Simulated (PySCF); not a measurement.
(Br2Al-mu-PH2)2.
Cartesian coordinates in Å at the PBE0-D3(BJ)/def2-SVP level; atoms count from 1:
```xyz
12
Al2Br4H4P2 angstrom
Al    -0.564   -0.859    1.429
Br    -1.859    0.435    2.756
Br    -0.064   -3.011    1.908
P     -1.323   -0.528   -0.850
Al     0.576    0.869   -1.417
Br    -0.088    3.031   -1.509
Br     1.835   -0.139   -3.007
P      1.404    0.416    0.818
H     -2.590    0.091   -0.953
H     -1.477   -1.691   -1.640
H      1.625    1.565    1.612
H      2.642   -0.262    0.904
```

Method: PBE0-D3(BJ)/def2-SVP geometry optimisation, gas phase in PySCF.

Task: Which atoms are bound to Al1, and at what distances?

Result: 4 atoms: Br3 2.261 Å, Br2 2.262 Å, P8 2.423 Å, P4 2.425 Å. The nearest atom not counted as bound is H9, at 3.27 Å (others tie with it).

Task: List the angles at Al1.

Result: 
| angle | degrees | distance of the outer atoms (Å) |
| --- | --- | --- |
| Br2–Al1–Br3 | 123.2 | 3.98 |
| Br3–Al1–P4 | 113.5 | 3.92 |
| Br3–Al1–P8 | 112.0 | 3.88 |
| Br2–Al1–P8 | 108.2 | 3.80 |
| Br2–Al1–P4 | 107.1 | 3.77 |
| P4–Al1–P8 | 86.9 | 3.33 |

Task: Describe the arrangement about Al1 in numbers.

Result: Angles from 86.9° to 123.2°; τ4 = (360° − α − β)/141° = 0.87 with α and β the two widest (0 for a square, 1 for a tetrahedron).

Task: What are the other bond lengths?

Result: P4–H9 and 3 like bonds 1.414 Å.

Task: Give some angles away from the centre.

Result: Al1–P4–Al5 93.1°, P4–Al5–Br6 109.3°.

Task: What are the rotational constants (commonest isotopes, rigid rotor)?

Result: A = 348.5, B = 174.6, C = 128.0 MHz: an asymmetric top.

Charge 0, singlet. Whether it is a minimum is left open (no frequencies).

One conformer stands for the species.
